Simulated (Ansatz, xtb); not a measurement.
**Ranking isomers of C3H8Cl2Ge**

3 gas-phase structures of C3H8Cl2Ge, found in a search over its isomers (lower ones may exist). Each was relaxed with GFN2-xTB; where two conformers were screened, the lower at r2SCAN-D4/def2-SVP is listed:

A. `C[CH2][Ge]([CH3])([Cl])[Cl]`, a singlet
B. `CC[CH2][GeH]([Cl])[Cl]`, a singlet
C. `C[CH](C)[GeH]([Cl])[Cl]`, a singlet

Q: Estimate their order in r2SCAN-D4/def2-SVP energy at these geometries, lowest first.

A: Calculated order at r2SCAN-D4/def2-SVP: A (0.0), C (8.8), B (9.0) kcal/mol. Less than 1 kcal/mol parts C and B, so the order within that pair means little.

Energies above the lowest of each column, in kcal/mol; the last columns are at B3LYP/6-31G* geometries:

```csv
structure,GFN2-xTB,HF/STO-3G,r2SCAN-D4/def2-SVP,B3LYP/6-31G*,CCSD(T)/def2-SVP + ΔMP2/def2-TZVPP
A,2.9,0.0,0.0,0.0,0.0
C,0.6,12.6,8.8,10.0,10.7
B,0.0,10.3,9.0,10.0,11.3
```

CCSD(T)/def2-SVP + ΔMP2/def2-TZVPP puts A lowest; GFN2-xTB picks B. Flexible structures stand in one conformer each, not always the lowest. The ΔMP2 step shifts differences by up to 3.8 kcal/mol, which makes them less sure. ΔMP2 is the change of the MP2 energy from the smaller to the larger basis.

Programs: Ansatz 0.2.0, xtb 6.7.1 (Pople sets with spherical d functions).
